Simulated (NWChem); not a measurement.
Molecule: SnHOI, singlet; SMILES [OH][Sn][I]

```xyz
4

Sn     0.3096     1.2717     0.0000
I     -0.0054    -1.4835     0.0000
O     -1.6193     1.7540     0.0000
H     -2.2373     1.0111     0.0000
```
Atoms are numbered in this order, from 1.

Program: NWChem. Low-valent species are run as closed-shell singlets; no triplet was tried in these runs. Geometry: optimised at PBE0/def2-SVP. def2 effective core potentials on Sn, I; no spin-orbit coupling. Ions are spin-unrestricted doublets at the neutral geometry; other ion states weren't tried. Functional: LC-ωPBE (HJS hole) with def2-SVP; the question gives the range parameter ω in 1/bohr.

Q: Estimate the computed values for range parameter (1/bohr) 0.30. Quantities: vertical ionisation energy, ΔSCF (eV); −ε(HOMO) (eV).

A: 
```
Item                                   Value
-------------------------------------  -----
vertical ionisation energy, ΔSCF (eV)   9.44
−ε(HOMO) (eV)                           9.31
```
